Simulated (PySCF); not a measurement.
**Polarisability and C₆ of Pb²⁺ (lead, charge +2)**

[Xe] 4f14 5d10 6s2, closed-shell 1S. Computed with PySCF 2.14 in aug-cc-pwCVTZ-DK3 (11s10p8d5f1g, 125 functions), with scalar relativity by spin-free X2C-1e. Coupled (time-dependent) response in atomic units; α is the mean over directions.

| method | mean α (bohr³) | C₆ (like pair) | S(−4) |
| --- | --- | --- | --- |
| MN15 | 13.79 | 94.52 | 53.82 |

S(−4) is the Cauchy moment in α(ω) = α(0) + S(−4) ω² + …

α(iu) at MN15:

```
u (hartree)  α(iu) (bohr³)
          0          13.79
     0.0500          13.66
      0.100          13.28
      0.200          12.02
      0.300          10.52
      0.500          7.950
      0.750          5.870
       1.00          4.582
       1.50          3.088
       2.00          2.242
       3.00          1.334
       5.00         0.6191
```

A single London oscillator, α(iu) = α/(1 + u²/ω²), gives C₆ = (3/4) ω α². Matching the computed C₆ needs ω = 4 × 94.52 / (3 × 13.79²) = 0.663 hartree.

For an ion, C₆ is the dispersion term alone; charge-induced terms of lower order in 1/R come first.

Spin-orbit coupling, which splits the p, d and f shells strongly at this Z, is absent.
